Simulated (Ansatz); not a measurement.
Consider the atomization: `C=CN([SiH3])[SiH2]Cl` → 2 C• + Cl• + 8 H• + N• + 2 Si•.

Gas-phase electronic energies from Ansatz, PBE0-D4/def2-TZVP geometries. CBS: MP2 limit from def2 TZ/QZ plus the TZ coupled-cluster correction, frozen cores. This one scheme is used for every species, atoms too. Functionals use def2-TZVPP. Open shells (•) are unrestricted, without spin–orbit coupling. Spin–orbit coupling would lower the free atoms: a little for C, Cl, Si. One conformer a species, not always the lowest.

CCSD(T)/CBS gives +51.95 eV.

Q: Another level gave +38.23 eV. Which?
A. PBE-D4/def2-TZVPP
B. SCS-MP2/def2-TZVPP
C. HF/def2-TZVPP
D. ωB97M-V/def2-TZVPP

A: C. HF/def2-TZVPP 38.23, PBE-D4 52.46, ωB97M-V 52.15, SCS-MP2/def2-TZVPP 51.13 eV.

Largest T1 diagnostic among the species: 0.012.

From PBE to PBE0 (25 % exact exchange), in def2-TZVPP and without D4, ΔE moves by −0.55 eV: exact exchange takes away binding that semilocal exchange gives to molecules. The D4 term adds +0.69 eV with B3LYP and +0.37 eV with PBE0; it sums over pairs of atoms, weighted by their polarisabilities, and B3LYP, whose exchange is more repulsive, gets the larger term.

B3LYP here is the variant with VWN-RPA as its local correlation; programs differ in this.

For atomizations the MP2-based limit and the directly extrapolated one differ by several kJ/mol either way, and by 10 to 25 for some Ge, Se and Sn compounds, so smaller differences from it don't rank the levels.
